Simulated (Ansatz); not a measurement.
Start from `C[CH](C)[Al]([Cl])[Cl]` and change one atom or group to get `C[CH2][Al]([Cl])[Cl]`.

Ansatz, PBE0-D4/def2-TZVP geometries, multiplicity 1. Each molecule was computed in one conformer, which needn't be the lowest.

```
                                          property  `C[CH](C)[Al]([Cl])[Cl]`
               LUMO energy (B3LYP/def2-TZVPP) / eV                     -1.10
                LUMO energy (PBE0/def2-TZVPP) / eV                     -0.90
size of the dipole moment (ωB97M-V/def2-TZVPP) / D                      2.15
    size of the dipole moment (PBE/def2-TZVPP) / D                      2.17
                HOMO energy (PBE0/def2-TZVPP) / eV                     -7.88
             HOMO energy (ωB97M-V/def2-TZVPP) / eV                    -10.05
```

(1) What does the change do to each property? (An estimate is asked.)

## Answers

(1) Computed: 
```
                                          property  `C[CH2][Al]([Cl])[Cl]`  shift
               LUMO energy (B3LYP/def2-TZVPP) / eV                   -1.07   0.03
                LUMO energy (PBE0/def2-TZVPP) / eV                   -0.87   0.03
size of the dipole moment (ωB97M-V/def2-TZVPP) / D                    2.09  -0.06
    size of the dipole moment (PBE/def2-TZVPP) / D                    2.10  -0.07
                HOMO energy (PBE0/def2-TZVPP) / eV                   -8.31  -0.43
             HOMO energy (ωB97M-V/def2-TZVPP) / eV                  -10.50  -0.45
```

Dipoles are sizes alone; their direction can turn.

Positive LUMOs are unbound, so they and the gaps depend on the basis.

B3LYP here is the variant with VWN-RPA as its local correlation; programs differ in this.
